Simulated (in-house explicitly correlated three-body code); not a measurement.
Computed with an exponentially correlated three-body code. Model: two electrons around a point charge, non-relativistic, variational in 260 exponentially correlated functions (energies converged to about 1e-7 hartree, or 1e-8 relative for large Z).

Command:
```bash
python run_hyl.py task.json out
```
Settings (lengths in bohr, energies in hartree):
```
Z                      2
screening              2.1
interaction_strength   1
functions              260
states_tried           1
```

Cost of the run: 5.7 s on 1 thread of Intel(R) Xeon(R) Platinum 8488C (Sapphire Rapids) (shared host).

**Ground state only, binding against the one-electron ion.**

Given: nuclear charge 2; Yukawa screening of all interactions 2.1 1/bohr.

Computed: one-electron threshold -0.0222079267 hartree.

```tsv
term	energy (hartree)	binding (eV)
1 1S	-0.0276962971	0.14935
```

**Converged states only, values per electron or pair (inverse distances are <exp(-kr)/r>).**

```json
{"term": "1 1S", "mean r (bohr)": "4.8371", "mean r squared (bohr²)": "44.955", "mean inverse r (1/bohr)": "0.12136", "mean r12 (bohr)": "7.8364", "mean inverse r12 (1/bohr)": "0.0072018", "mean cosine": "-0.0086159", "mean p1 dot p2 (bohr⁻²)": "0.0023078", "delta r1 (bohr⁻³)": "0.27791", "delta r12 (bohr⁻³)": "0.0026073"}
```
